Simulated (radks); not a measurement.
All-electron atom: the mercury ion Hg66+ in [Ne] 3s2 3p2 (the NIST ground configuration).

Method: scalar-relativistic Kohn-Sham, exchange-only LDA, spin-polarised, spherical densities, point nucleus; open shells are filled with parallel spins first (spin-orbit coupling, left out, can overturn this in heavy ions); computed with a radial shooting solver on a logarithmic mesh with Libxc functionals.

Energy parts (hartree):
| part | energy |
|---|---|
| total | -14343.7238 |
| kinetic | 16635.7529 |
| electron-nucleus | -32038.4581 |
| Hartree | 1217.6670 |
| exchange | -158.6856 |

Orbitals (lengths in bohr, moments of r in powers of bohr):
orbital  occ.  eigenvalue (hartree)      <r>
1s up       1             -3264.158  0.01659
1s down     1             -3263.813  0.01659
2s up       1             -741.7022  0.06917
2s down     1             -741.3934  0.06915
2p up       3             -668.6795  0.06239
2p down     3             -668.3067  0.06238
3s up       1             -300.1917   0.1670
3s down     1             -299.1206   0.1671
3p up       2             -278.8072   0.1651
3p down     0             -277.7399   0.1652

The highest occupied level is 3p up at -7586.7 eV. For comparison, the ionisation energy in NIST's Atomic Spectra Database is 8010 eV (theoretical). In exact Kohn-Sham theory the highest level is minus the ionisation energy, but local and semilocal functionals leave it too shallow, through self-interaction and a potential that decays too fast; potentials with the right tail come closer. Spin moment in Bohr magnetons: 2. Summed over all electrons, <r^2> = 0.1672 bohr^2, which gives a Langevin (diamagnetic) susceptibility term of -0.132 x 10^-6 cm^3/mol. The density falls to 0.001 e/bohr^3 at r = 0.50 bohr.
